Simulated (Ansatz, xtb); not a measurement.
Isomers of B5H8N3 in order of energy

3 gas-phase structures of B5H8N3, from a drawn sample of its isomers (lower ones may exist). Each was relaxed with GFN2-xTB:

A. `BB1NBN(B)BN1`, a singlet
B. `BB1NBNBN1B`, a singlet
C. `BB1NBNB(B)N1`, a singlet

Task: Which do you expect lowest at r2SCAN-D4/def2-SVP, and how would the others follow?

Result: Calculated order at r2SCAN-D4/def2-SVP: B (0.000), A (0.143), C (1.477) eV.

Energies above the lowest of each column, in eV; the last columns are at B3LYP/def2-SVP geometries:

```json
{"structure": "B", "GFN2-xTB": "0.000", "HF/STO-3G": "0.000", "r2SCAN-D4/def2-SVP": "0.000", "B3LYP/def2-SVP": "0.000", "CCSD(T)/def2-SVP + ΔMP2/def2-TZVPP": "0.000"}
{"structure": "A", "GFN2-xTB": "0.058", "HF/STO-3G": "0.029", "r2SCAN-D4/def2-SVP": "0.143", "B3LYP/def2-SVP": "0.143", "CCSD(T)/def2-SVP + ΔMP2/def2-TZVPP": "0.122"}
{"structure": "C", "GFN2-xTB": "1.658", "HF/STO-3G": "1.701", "r2SCAN-D4/def2-SVP": "1.477", "B3LYP/def2-SVP": "1.502", "CCSD(T)/def2-SVP + ΔMP2/def2-TZVPP": "1.444"}
```

Every level run on B puts it lowest or level with the lowest. Flexible structures stand in one conformer each, not always the lowest. ΔMP2 is the change of the MP2 energy from the smaller to the larger basis.

Programs: Ansatz 0.2.0, xtb 6.7.1.
